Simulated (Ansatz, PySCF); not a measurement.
Molecule: P2H3, net charge 0, doublet state. It need not be the lowest isomer of its formula. 
Coordinates optimised at B3LYP-D3(BJ)/def2-TZVP (Ansatz, a quantum-chemistry and plane-wave program):
```
P
H 1 1.4160
H 1 1.4187 2 95.53
P 1 2.1895 2 97.11 3 100.93
H 4 1.4237 1 92.01 2 -157.85
```
Charge 0, spin multiplicity 2.

Property: vertical ionisation energy (to the singlet state of charge +1; each state is the SCF solution reached for its spin; for the singlet the Hartree-Fock reference is unstable and T1 is 0.038), in eV. Cores are frozen in the correlated levels unless marked. Open shells are spin-unrestricted. Spin-orbit coupling is left out. Non-relativistic. Basis-set limits of correlation are two-point, X^-3; Hartree-Fock from the larger set. [CCSD(T)-MP2]/basis is that difference in the basis named.

```csv
level,program,vertical ionisation energy (eV),minus last row
HF/def2-TZVPPD,Ansatz,8.41,-0.15
PBE/def2-TZVPD,Ansatz,8.48,-0.08
r2SCAN/def2-TZVPD,Ansatz,8.71,0.15
B3LYP/def2-TZVPD,Ansatz,8.60,0.04
PBE0/def2-TZVPD,Ansatz,8.69,0.13
BHLYP/def2-TZVPD,Ansatz,8.67,0.11
wB97X-V/def2-TZVPD,Ansatz,8.69,0.13
MP2/aug-cc-pV(D+d)Z,Ansatz,8.49,-0.07
RI-MP2/def2-QZVPPD,Ansatz,8.61,0.05
SCS-MP2/def2-SVPD,Ansatz,8.38,-0.18
CCSD/aug-cc-pV(D+d)Z,Ansatz,8.44,-0.12
CCSD(T)/aug-cc-pV(D+d)Z,Ansatz,8.37,-0.19
CCSD(T)/aug-cc-pV(T+d)Z,Ansatz,8.52,-0.04
CCSD(T)/def2-TZVPPD,Ansatz,8.49,-0.07
"RI-MP2/CBS(aug-cc-pV(T+d)Z,aug-cc-pV(Q+d)Z)+[CCSD(T)-MP2]/aug-cc-pV(T+d)Z",Ansatz,8.56,0.00
```

For comparison, minus the highest occupied orbital energy (PySCF): 6.43 eV at PW6B95/def2-TZVPD, 7.29 eV at M06-2X/def2-TZVPD, 5.39 eV at BP86/def2-TZVPD.
